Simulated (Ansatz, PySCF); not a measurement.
CH6BNO2. Atoms are numbered in the order given.

```xyz
11

B     -0.0593    -0.5213     0.0000
O     -0.8560    -1.6359     0.0000
H     -0.3597    -2.4564     0.0000
O     -0.7316     0.6714     0.0000
C     -0.0592     1.8890     0.0000
H      0.5790     2.0175    -0.8953
H     -0.7988     2.7035     0.0000
H      0.5790     2.0175     0.8953
N      1.3601    -0.5835     0.0000
H      1.9477     0.2371     0.0000
H      1.8847    -1.4455     0.0000
```

Coordinates come from a PBE0-D3(BJ)/def2-SVP optimisation. Other conformers were not sampled.

Vertical ionisation energy (IE) and electron affinity (EA) in eV. Rows of orbital energies are one-electron estimates. Where ΔSCF, EOM or ADC give a negative EA the extra electron is unbound and the value depends on the basis.

```csv
level,IE,EA
"−ε(HOMO), −ε(LUMO), HF/def2-TZVP (PySCF)",11.42,-3.06
"−ε(HOMO), −ε(LUMO), PBE/def2-TZVP (PySCF)",6.17,0.25
"ΔSCF, PBE0/def2-SVPD (Ansatz), final states of multiplicity 2 and 2",10.04,-1.02
"ΔSCF, PBE/def2-SVPD (Ansatz), final states of multiplicity 2 and 2",9.69,-0.88
```

Q: What vertical singlet–triplet gap does ΔSCF give with PBE0/def2-SVPD (Ansatz, a program for electronic structure) and with PBE/def2-SVPD (Ansatz)? (Estimate from the structure and the level; the computed values follow.)

A: 6.28 and 5.93 eV (triplet above singlet where positive).
